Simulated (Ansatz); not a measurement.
Cost and result for the atomization energy of C₂H₅ClGeSi (`Cl[SiH2]C#[C][GeH3]`) (10 atoms, 9 bonds).

Cartesian coordinates in Å:
```
Cl -3.049 -1.465 1.343
Si -2.360 0.283 0.521
C -0.599 0.112 0.117
C 0.579 0.004 -0.155
Ge 2.427 -0.178 -0.578
H -2.545 1.365 1.512
H -3.133 0.552 -0.710
H 2.562 -0.324 -2.097
H 3.158 1.077 -0.090
H 2.960 -1.425 0.135
```

Charge 0, multiplicity 1. Correlated methods include outer-core shells of Ge, which these sets cover unevenly. Scalar relativity is left out up to krypton. Geometry: relaxed with PBE0-D4/def2-TZVP. Program: Ansatz. All runs use 4 threads of an Arm Neoverse V1 on a shared host. Times are those of one run each, without the atoms' runs, and a repeat can differ threefold. Electronic energies, without spin–orbit coupling; frozen cores. CCSD(T)/CBS adds CCSD(T) − MP2 in def2-TZVPP to the MP2 limit, and its time is that of the two runs behind it. T1 = 0.012. With those shells the extrapolation isn't a true limit. B3LYP takes the VWN-RPA correlation (the form of Gaussian; ORCA's B3LYP/G).

CCSD(T)/CBS is a level of theory with its own doubt, some kJ/mol a heavy atom from the limit and from the frozen cores, so smaller differences don't rank the functionals.

| level | functions | wall time |
| --- | --- | --- |
| LDA (SPW92)/def2-TZVPP | 264 | 1.8 s |
| revPBE-D4/def2-TZVPP | 264 | 2.8 s |
| BLYP-D4/def2-TZVPP | 264 | 2.9 s |
| PBE-D4/def2-TZVPP (with forces) | 264 | 3.4 s |
| PBE0-D4/def2-TZVPP | 264 | 5.5 s |
| r2SCAN-D4/def2-TZVPP (with forces) | 264 | 7 s |
| B3LYP-D4/def2-TZVPP (with forces) | 264 | 7.5 s |
| CCSD(T)/def2-SVP | 121 | 11 s |
| B97M-V/def2-TZVPP | 264 | 12 s |
| ωB97M-V/def2-TZVPP (with forces) | 264 | 18 s |
| MP2/def2-QZVPP | 493 | 35 s |
| CCSD(T)/def2-TZVPP | 264 | 5.1 min |
| CCSD(T)/CBS(def2) | – | 5.7 min |

(1) What atomization energy does each give, and how far from CCSD(T)/CBS? (An estimate is asked.)

## Answers

(1) The calculation gave: 
```tsv
level	atomization (kcal/mol)	difference from CCSD(T)/CBS	per bond
LDA (SPW92)/def2-TZVPP	932.0	104.5	11.6
revPBE-D4/def2-TZVPP	813.7	-13.8	-1.5
BLYP-D4/def2-TZVPP	815.8	-11.7	-1.3
PBE-D4/def2-TZVPP (with forces)	832.4	4.9	0.5
PBE0-D4/def2-TZVPP	822.0	-5.5	-0.6
r2SCAN-D4/def2-TZVPP (with forces)	827.5	0.0	0.0
B3LYP-D4/def2-TZVPP (with forces)	819.8	-7.7	-0.9
CCSD(T)/def2-SVP	775.7	-51.8	-5.8
B97M-V/def2-TZVPP	833.3	5.8	0.6
ωB97M-V/def2-TZVPP (with forces)	824.4	-3.1	-0.3
MP2/def2-QZVPP	833.2	5.7	0.6
CCSD(T)/def2-TZVPP	807.8	-19.7	-2.2
CCSD(T)/CBS(def2)	827.5	0.0	0.0
```

Leaving LDA and LC-ωPBE aside and taking each functional with its dispersion term where it has one, the values, not all of them listed here, spread over 31.0 kcal/mol, from BHLYP-D4 to B97M-V. LDA lies +105.3 kcal/mol from PBE without D4, its usual overbinding. In def2-TZVPP, CCSD(T) changes the Hartree–Fock value by +197.1 kcal/mol (the triples alone add +14.0 kcal/mol) and MP2 by +210.9 kcal/mol; breaking electron pairs costs correlation energy, which Hartree–Fock lacks. From PBE to PBE0 (25 % exact exchange), in def2-TZVPP and without D4, the atomization energy moves by −9.5 kcal/mol: exact exchange takes away binding that semilocal exchange gives to molecules.

For some Ge, Se and Sn compounds the MP2-based and the directly extrapolated limit differ by 10 to 25 kJ/mol.
